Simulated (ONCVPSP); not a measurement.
Tb: one change to an ONCV potential, before and after

```
Element                 : Tb
Generator               : ONCVPSP 4.0.1
Type                    : optimised norm-conserving Vanderbilt (ONCV)
Functional              : PBEsol
Relativity              : scalar-relativistic
Frozen core             : [Kr] 4d10 4f8
Valence charge          : 11
Reference configuration : 5s2 5p6 5d1 (charge +2)
Partial waves           : 5s: rc 2.00 bohr, ncon 4, nbas 8, qcut 7.5 1/bohr, 1 projector; 5p: rc 1.80 bohr, ncon 3, nbas 6, qcut 7.4 1/bohr, 3 projectors, debl 0.8 Ha; 5d: rc 2.80 bohr, ncon 4, nbas 8, qcut 5.2 1/bohr, 2 projectors, debl 1.1 Ha
Local potential         : polynomial inside 1.35 bohr (lpopt 1, dvloc0 6 Ha)
Core correction         : Teter function, fcfact 1.75, rcfact 1.15
```

In the p channel the program set the typed energies aside and used -1.535, 0.250, 1.050 Ha.

Change: d: rc 3.24.

Cutoffs: the cutoffs (Ha) at which the residual kinetic energy of the hardest occupied pseudo-wave falls to 1 and 0.1 mHa per electron; they do not see the model core or the augmentation charge, which bear on the density cutoff. Errors are all-electron minus pseudo energies relative to the spin-unpolarised reference configuration.

Q: Predict the effect on cutoff, ghosts and configuration errors.

A: The potential gets neither clearly harder nor softer (18 Ha and 22 Ha → 18 Ha and 22 Ha); of the 4 tests that both files solve, the error grows in 0 and shrinks in 1 by more than 15 % and 0.3 meV (median size 229.0 → 228.3 meV); neither file shows a bound ghost.

| quantity | base | changed |
| --- | --- | --- |
| cutoff, loose | 18 Ha | 18 Ha |
| cutoff, tight | 22 Ha | 22 Ha |
| loose cutoff by channel | s 17 Ha, p 18 Ha, d 8.6 Ha | s 17 Ha, p 18 Ha, d 8.0 Ha |
| bound ghosts | none | none |
| GHOST(+) flags under 300 eV | none | none |
| error for 5s2 5p6 5d1 6s2, meV [ΔE -18.98 eV] | +373 | +373 |
| error for 5s2 5p6 5d1 6s1, meV [ΔE -12.21 eV] | +238 | +238 |
| error for 5s2 5p6 5d0, meV [ΔE 19.84 eV] | -25 | -11 |
| error for 5s2 5p6 5d1 6s1 6p1, meV [ΔE -16.01 eV] | +220 | +219 |
| s: phases at 2.03 bohr within 0.05 rad from the reference energy up to (Ha; the scan ends near 5) | -0.6 | -0.6 |
| p: phases at 1.83 bohr within 0.05 rad from the reference energy up to (Ha; the scan ends near 5) | to the end of the scan | to the end of the scan |
| rms error of d²Exc/dni dnj with the model core, mHa | 5.01 | 5.01 |
